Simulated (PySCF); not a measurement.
From one molecule to another.

First species: C8H14O2.
InChI=1S/C8H14O2/c1-7(9)10-8-5-3-2-4-6-8/h8H,2-6H2,1H3

Second species: C₅H₉ClOSi₂.
Numbering: `[CH3:1][C:2]#[C:3][C@@H:4]1[CH2:5][SiH2:6][O:7][Si@H:8]1[Cl:9]` (hydrogens: H10, H11, H12 on C1; H13 on C4; H14, H15 on C5; H16, H17 on Si6; H18 on Si8)

Levels: PBE0/pcSseg-1 for HOMO energy, LUMO energy and HOMO–LUMO gap. Geometries: GFN2-xTB. All species are isolated and taken at one optimised geometry, non-relativistic unless stated. Electronic properties by PySCF.

| property | column X | column Y |
| --- | --- | --- |
| HOMO energy | -7.78 eV | -7.07 eV |
| LUMO energy | 0.55 eV | 0.25 eV |
| HOMO–LUMO gap | 8.33 eV | 7.32 eV |

Problem. Which column belongs to which species?

Solution. Column X is the first species and column Y the second. The first has 24 atoms and 78 electrons, the second 18 and 92.

Problem. How does each property change from the first species to the second?

Solution. HOMO energy +0.71 eV; LUMO energy -0.30 eV; HOMO–LUMO gap -1.01 eV.

On the first:  GFN2-xTB frequencies show an imaginary mode (53i cm⁻¹), so this geometry is no minimum at that level.

On the second:  GFN2-xTB frequencies show an imaginary mode (40i cm⁻¹), so this geometry is no minimum at that level.

One conformer stands for the species.
